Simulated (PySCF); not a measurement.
F2OTa, charge +1, multiplicity 1. Atoms are numbered in the order given.

```xyz
4

Ta    -0.1840    -0.0359     0.0000
O      0.6146    -1.5196     0.0000
F      0.4729     0.8211     1.4659
F      0.4729     0.8211    -1.4659
```
Charge +1, spin multiplicity 1.

Geometry: r2SCAN-D4/def2-TZVP. The multiplicity is an assumed one; other spin states were not compared. The isomer is the one that the SMILES or the coordinates give; other isomers of the formula were not compared. The def2 effective core potentials stand for the cores of Ta; spin–orbit coupling is left out.

All values below come from TDDFT-LC-ωPBE/def2-SVPD run with PySCF.

Vertical excitations.  State labels are in the subgroup Cs.

Computed UV-visible absorptions:
```csv
state,symmetry,energy (eV),λ (nm),f,main pairs
S1,A",4.77,260,0.001,HOMO→LUMO 94 %
S2,A',5.06,245,0.004,HOMO−1→LUMO 92 %
S3,A',5.29,234,0.003,HOMO−2→LUMO 93 %
S4,A",6.20,200,0.000,"HOMO→LUMO+2 51 %, HOMO−1→LUMO+1 36 %"
S5,A',6.32,196,0.008,HOMO→LUMO+1 85 %
S6,A",6.46,192,0.001,"HOMO−1→LUMO+1 58 %, HOMO→LUMO+2 35 %"
S7,A',6.69,185,0.000,"HOMO−1→LUMO+2 73 %, HOMO−2→LUMO+2 16 %"
S8,A",6.70,185,0.000,HOMO−2→LUMO+1 89 %
S9,A",7.41,167,0.015,HOMO−3→LUMO 92 %
S10,A',7.45,166,0.029,"HOMO−2→LUMO+2 54 %, HOMO→LUMO+4 17 %"
T1,A',4.62,268,0,"HOMO−1→LUMO 73 %, HOMO−2→LUMO 17 %"
T2,A",4.64,267,0,HOMO→LUMO 93 %
T3,A',4.97,250,0,"HOMO−2→LUMO 74 %, HOMO−1→LUMO 19 %"
T4,A',5.61,221,0,"HOMO→LUMO+1 62 %, HOMO−2→LUMO+2 12 %"
```
Triplets are in the Tamm–Dancoff approximation, which puts them higher than full response would, so one can lie above its singlet here.
